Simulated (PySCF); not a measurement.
Job file and geometry (Å, from GFN2-xTB) of an NMR shielding run on SMILES C#CC[B@@H-](F)[S+](C)C, C$_{5}$H$_{10}$BFS, GIAO PBE0/pcSseg-1 NMR shielding, non-relativistic, gas phase in PySCF; density fitting, a coarse starting grid and PySCF grid level 2 are the driver's defaults:

```
$ OMP_NUM_THREADS=1 python probes_run.py task.json out

{"job": {"kind": "nmr", "xc": "PBE0", "basis": "pcSseg-1"}, "charge": 0, "multiplicity": 1}
C      2.701590     1.453319    -0.631228
C      2.326827     0.318426    -0.549087
C      1.840334    -1.037823    -0.438259
B      0.369892    -1.197508     0.227627
F      0.141589    -0.481518     1.372232
S     -1.000934    -0.288326    -1.106406
C     -2.505905    -0.602936    -0.137383
C     -0.766908     1.457731    -0.673992
H      3.050629     2.440153    -0.699773
H      1.852110    -1.495734    -1.431815
H      2.551045    -1.596732     0.178889
H     -0.065956    -2.301263     0.276458
H     -2.784054    -1.638970    -0.298550
H     -3.295372     0.054768    -0.487020
H     -2.293174    -0.433306     0.913567
H      0.139139     1.787494    -1.171970
H     -1.625679     2.023964    -1.020927
H     -0.643932     1.544578     0.401218
```

Question: What does the program print?

Answer: 
```
coarse grid: 15432 points
cycle   1  E = -718.7226199746  dE =  7.482e-01  |g| = 6.155e-01  |ddm| = 3.832e+00
cycle   2  E = -718.6898477382  dE =  3.277e-02  |g| = 8.084e-01  |ddm| = 1.469e+00
cycle   3  E = -718.8014241906  dE = -1.116e-01  |g| = 1.029e-01  |ddm| = 8.559e-01
cycle   4  E = -718.8033298203  dE = -1.906e-03  |g| = 2.557e-02  |ddm| = 1.149e-01
cycle   5  E = -718.8034673956  dE = -1.376e-04  |g| = 6.828e-03  |ddm| = 2.838e-02
cycle   6  E = -718.8034761744  dE = -8.779e-06  |g| = 3.575e-03  |ddm| = 9.866e-03
cycle   7  E = -718.8034790212  dE = -2.847e-06  |g| = 1.153e-03  |ddm| = 3.221e-03
final grid: 144320 points
cycle   8  E = -718.8568471013  dE = -4.421e-05  |g| = 1.003e-02  |ddm| = 4.019e-02
cycle   9  E = -718.8568293490  dE =  1.775e-05  |g| = 1.321e-02  |ddm| = 1.934e-02
cycle  10  E = -718.8568694670  dE = -4.012e-05  |g| = 2.853e-03  |ddm| = 1.151e-02
cycle  11  E = -718.8568714270  dE = -1.960e-06  |g| = 4.219e-04  |ddm| = 2.082e-03
cycle  12  E = -718.8568714703  dE = -4.326e-08  |g| = 1.446e-04  |ddm| = 5.612e-04
cycle  13  E = -718.8568714746  dE = -4.304e-09  |g| = 4.266e-05  |ddm| = 1.503e-04
cycle  14  E = -718.8568714749  dE = -3.213e-10  |g| = 1.007e-05  |ddm| = 4.343e-05
converged SCF energy = -718.8568714749

GIAO shielding tensors (ppm)
atom      isotropic    diamagn.    paramagn.     s11        s22        s33       span
  0 C      113.805     257.935    -144.130     42.696     45.079    253.640    210.944
  1 C       92.981     264.596    -171.615     -9.730      1.706    286.966    296.696
  2 C      174.932     251.933     -77.002    165.813    173.687    185.296     19.483
  3 B       95.061     182.775     -87.714     82.431    100.087    102.665     20.233
  4 F      378.833     474.408     -95.575    307.288    337.596    491.614    184.326
  5 S      522.468    1059.376    -536.908    437.785    510.085    619.534    181.749
  6 C      161.236     252.717     -91.481    139.896    154.885    188.928     49.032
  7 C      163.164     254.704     -91.540    143.089    161.711    184.691     41.602
  8 H       30.582      34.498      -3.916     24.885     25.849     41.011     16.126
  9 H       30.236      28.734       1.503     26.842     28.075     35.792      8.950
 10 H       29.747      26.433       3.313     24.460     28.139     36.640     12.180
 11 H       28.064      30.549      -2.485     25.925     27.482     30.787      4.862
 12 H       29.685      29.715      -0.030     24.728     26.072     38.256     13.529
 13 H       29.952      29.659       0.292     24.768     27.317     37.770     13.002
 14 H       29.065      31.088      -2.023     23.577     29.102     34.517     10.940
 15 H       28.331      33.068      -4.737     21.279     27.035     36.680     15.401
 16 H       30.048      31.243      -1.195     24.722     27.681     37.741     13.019
 17 H       28.905      32.916      -4.011     24.694     28.425     33.597      8.904
```

Size and cost of the density-fitted run: 193 basis functions, 60 s wall time on 1 thread of an Arm Neoverse N1, shared host; peak memory 0.85 GiB.
